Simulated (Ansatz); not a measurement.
`N[Si]1(F)[AlH][S]1`, relaxed with RKS PBE0-D4/def2-TZVP in Ansatz 0.2.0 from a PBE-D4/def2-SVP geometry. The force threshold is 0.005 eV/Å; the program also tests the step.

The species carries charge 0 and has multiplicity 1.

Start:

```xyz
8

N    -1.275    0.860    0.780
Si    0.041   -0.206    0.468
F     0.457   -0.740    1.966
Al    0.831   -1.174   -1.494
S     1.873    0.543   -0.562
H    -1.268    1.422    1.636
H    -1.740    1.344    0.009
H     1.081   -2.049   -2.802
```

**Question.** How much energy does the relaxation release, and in how many steps? (Best estimate.)

**Answer.** Ansatz gave: 0.07 eV, in 12 steps.

**Question.** Which bonds change most? (An estimate is asked.)

**Answer.** Computed: Si2–S5 from 2.231 to 2.174 Å; Si2–F3 from 1.644 to 1.602 Å; N1–Si2 from 1.722 to 1.694 Å; Al4–S5 from 2.214 to 2.196 Å.

**Question.** Give the relaxed structure. (An estimate is asked.)

**Answer.** Computed: 
```xyz
8

N    -1.216    0.890    0.754
Si    0.065   -0.177    0.455
F     0.450   -0.692    1.922
Al    0.821   -1.203   -1.473
S     1.806    0.563   -0.617
H    -1.390    1.240    1.682
H    -1.624    1.460    0.033
H     1.088   -2.082   -2.756
```
